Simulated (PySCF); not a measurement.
C7H7O (SMILES [CH2]Oc1ccccc1), doublet, at a GFN2-xTB geometry; PBE0/STO-3G (PySCF).

Input for PySCF:
```python
from pyscf import gto, scf, dft

mol = gto.M(
    atom='''
C    -2.772247    0.548152    0.347801
O    -1.868187   -0.242355   -0.237076
C    -0.532281   -0.109779   -0.099674
C     0.240224   -1.053016   -0.795637
C     1.613883   -1.013450   -0.727529
C     2.251819   -0.039486    0.030513
C     1.493936    0.893979    0.718477
C     0.114353    0.870179    0.662288
H    -3.788085    0.293370    0.128933
H    -2.511376    1.358359    0.997767
H    -0.272205   -1.802074   -1.379162
H     2.196789   -1.744832   -1.267321
H     3.329081   -0.009940    0.082951
H     1.983664    1.654407    1.309182
H    -0.450498    1.610078    1.206822
''',
    basis='sto-3g',
    charge=0,
    spin=1,
    verbose=4,
)

mf = dft.UKS(mol)
mf.xc = 'pbe0'
mf.grids.atom_grid = (30, 110)
mf.kernel()
```

The log (banner, timings and long lists left out):

```
PySCF version 2.14.0

[INPUT] verbose = 4
[INPUT] num. atoms = 15
[INPUT] num. electrons = 57
[INPUT] charge = 0
[INPUT] spin (= nelec alpha-beta = 2S) = 1
[INPUT] symmetry False subgroup None
[INPUT] Mole.unit = angstrom
[INPUT] Symbol           X                Y                Z      unit          X                Y                Z       unit  Magmom
[INPUT]  1 C     -2.772247000000   0.548152000000   0.347801000000 AA   -5.238787579647   1.035857154633   0.657248635850 Bohr   0.0
[INPUT]  2 O     -1.868187000000  -0.242355000000  -0.237076000000 AA   -3.530361779473  -0.457984574919  -0.448008710707 Bohr   0.0
[INPUT]  3 C     -0.532281000000  -0.109779000000  -0.099674000000 AA   -1.005865311310  -0.207452244229  -0.188356561740 Bohr   0.0
[INPUT]  4 C      0.240224000000  -1.053016000000  -0.795637000000 AA    0.453957568548  -1.989911844785  -1.503536024571 Bohr   0.0
[INPUT]  5 C      1.613883000000  -1.013450000000  -0.727529000000 AA    3.049796867091  -1.915142940940  -1.374830557679 Bohr   0.0
[INPUT]  6 C      2.251819000000  -0.039486000000   0.030513000000 AA    4.255321192092  -0.074617725755   0.057661213239 Bohr   0.0
[INPUT]  7 C      1.493936000000   0.893979000000   0.718477000000 AA    2.823129887628   1.689375471113   1.357724756799 Bohr   0.0
[INPUT]  8 C      0.114353000000   0.870179000000   0.662288000000 AA    0.216095851522   1.644399989348   1.251542935586 Bohr   0.0
[INPUT]  9 H     -3.788085000000   0.293370000000   0.128933000000 AA   -7.158443186573   0.554388953164   0.243648058419 Bohr   0.0
[INPUT] 10 H     -2.511376000000   1.358359000000   0.997767000000 AA   -4.745812835806   2.566926488838   1.885506366129 Bohr   0.0
[INPUT] 11 H     -0.272205000000  -1.802074000000  -1.379162000000 AA   -0.514392899737  -3.405426316199  -2.606238461407 Bohr   0.0
[INPUT] 12 H      2.196789000000  -1.744832000000  -1.267321000000 AA    4.151329563457  -3.297254613377  -2.394889601910 Bohr   0.0
[INPUT] 13 H      3.329081000000  -0.009940000000   0.082951000000 AA    6.291051336493  -0.018783877678   0.156754671759 Bohr   0.0
[INPUT] 14 H      1.983664000000   1.654407000000   1.309182000000 AA    3.748581683159   3.126376128563   2.473995427210 Bohr   0.0
[INPUT] 15 H     -0.450498000000   1.610078000000   1.206822000000 AA   -0.851317839664   3.042606459187   2.280563061100 Bohr   0.0

nuclear repulsion = 336.703734689882
number of shells = 31
number of NR pGTOs = 141
number of NR cGTOs = 47
basis = sto-3g
ecp = {}

******** <class 'pyscf.dft.uks.UKS'> ********
method = UKS
initial guess = minao
damping factor = 0
level_shift factor = 0
DIIS = <class 'pyscf.scf.diis.CDIIS'>
diis_start_cycle = 1
diis_space = 8
diis_damp = 0
SCF conv_tol = 1e-09
SCF conv_tol_grad = None
SCF max_cycles = 50
direct_scf = True
direct_scf_tol = 1e-13
number electrons alpha = 29  beta = 28
XC library pyscf.dft.libxc version 7.1.2
    S. Lehtola, C. Steigemann, M. J. T. Oliveira, and M. A. L. Marques,  SoftwareX 7, 1–5 (2018)
XC functionals = pbe0
    C. Adamo and V. Barone,  J. Chem. Phys. 110, 6158 (1999)
    M. Ernzerhof and G. E. Scuseria,  J. Chem. Phys. 110, 5029 (1999)
radial grids:
    Treutler-Ahlrichs [JCP 102, 346 (1995); DOI:10.1063/1.469408] (M4) radial grids

becke partition: Becke, JCP 88, 2547 (1988); DOI:10.1063/1.454033
pruning grids: <function nwchem_prune>
grids dens level: 3
symmetrized grids: False
atomic radii adjust function: <function treutler_atomic_radii_adjust>
User specified grid scheme (30, 110)
small_rho_cutoff = 0
Set gradient conv threshold to 3.16228e-05
tot grids = 36888
init E= -343.084088502128

cycle= 1 E= -341.360261137077  delta_E= 1.72  |g|= 0.227  |ddm|= 3.92
cycle= 2 E= -341.363703754404  delta_E= -0.00344  |g|= 0.235  |ddm|= 0.564
cycle= 3 E= -341.39491820196  delta_E= -0.0312  |g|= 0.0333  |ddm|= 0.306
cycle= 4 E= -341.395526520927  delta_E= -0.000608  |g|= 0.0145  |ddm|= 0.0573
cycle= 5 E= -341.395677081032  delta_E= -0.000151  |g|= 0.00599  |ddm|= 0.029
cycle= 6 E= -341.395711105244  delta_E= -3.4e-05  |g|= 0.00197  |ddm|= 0.0115
cycle= 7 E= -341.395719135753  delta_E= -8.03e-06  |g|= 0.00139  |ddm|= 0.00706
cycle= 8 E= -341.395722513297  delta_E= -3.38e-06  |g|= 0.00064  |ddm|= 0.00373
cycle= 9 E= -341.395724532796  delta_E= -2.02e-06  |g|= 0.000455  |ddm|= 0.004
cycle= 10 E= -341.395725402559  delta_E= -8.7e-07  |g|= 0.000209  |ddm|= 0.00319
cycle= 11 E= -341.395725564862  delta_E= -1.62e-07  |g|= 0.000122  |ddm|= 0.00164
cycle= 12 E= -341.395725582379  delta_E= -1.75e-08  |g|= 2.78e-05  |ddm|= 0.000433
cycle= 13 E= -341.395725583224  delta_E= -8.44e-10  |g|= 1.78e-05  |ddm|= 0.000105
Extra cycle  E= -341.39572558315  delta_E= 7.39e-11  |g|= 2.14e-05  |ddm|= 5.39e-05
converged SCF energy = -341.39572558315  <S^2> = 0.75821234  2S+1 = 2.0081955
```
